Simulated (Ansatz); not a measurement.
Job for Ansatz (a quantum-chemistry and plane-wave program): U-CAM-B3LYP/def2-TZVPP on BeN-, 2S+1 = 3, a spin state set in the input, which need not be the lowest, a point of a bond scan (R = 1.505 Å). Charge -1.

Ansatz 0.2 input:
```yaml
crystal:
  periodic: [false, false, false]
  atoms:
    - {symbol: Be, position_ang: [0.00000000, 0.00000000, 0.00000000]}
    - {symbol: N, position_ang: [0.00000000, 0.00000000, 1.50516900]}
basis:
  gaussian:
    orbitals: def2-TZVPP
    pivot_positions_ang: [[0.00000000, 0.00000000, 0.00000000], [0.00000000, 0.00000000, 1.50516900]]
hamiltonian:
  xc: {name: CAM-B3LYP}
total_charge: -1
magnetization: {spin_polarized: true, initial_magnetization: 2}
output: {forces: true, orbitals: {seedname: ./end}}
```

It printed:

```
WARN ansatz: RAYON_NUM_THREADS=1 ignored (pool sized by the plan → 1); use --threads N
Functional definition: CAM-B3LYP
integrals: 0.01 GiB planned
296 factors; their error is unknown
integrals: 0.04 GiB planned
121 factors; integrals over basis functions are off by at most 1.0e-5 eV
mean field: 0.12 GiB planned
mean field evaluation 1: about -1884.6646 eV, gradient 1.9e1 eV
mean field evaluation 2: about -1881.8093 eV, gradient 3.5e1 eV
mean field evaluation 4: about -1887.2595 eV, gradient 1.5e0 eV
mean field evaluation 8: about -1887.4030 eV, gradient 1.1e-1 eV
mean field evaluation 16: about -1887.4038 eV, gradient 5.5e-4 eV
mean field -1887.40382187 eV, -69.3608111256 hartree, gradient 4.6e-5 eV, S^2 2.003904; 2 other end points of the search recorded, 0 dependent functions left out
the calculation of the forces begins
reference -1887.40390868 eV, -69.3608143158 hartree; 7, 5 occupied and 43, 45 virtual orbitals, 296 factors
Total energy: -1887.40390868 eV, -69.3608143158 hartree
Atom 0 at     0.000000     0.000000     0.000000 Å, force    -0.000000     0.000000     0.469673 eV/Å
Atom 1 at     0.000000     0.000000     1.505169 Å, force     0.000000    -0.000000    -0.469673 eV/Å
Dipole moment:     0.000000    -0.000000     0.099164 e Å
```

Self-consistency was reached.

Cost: very roughly 1.4 core-seconds.
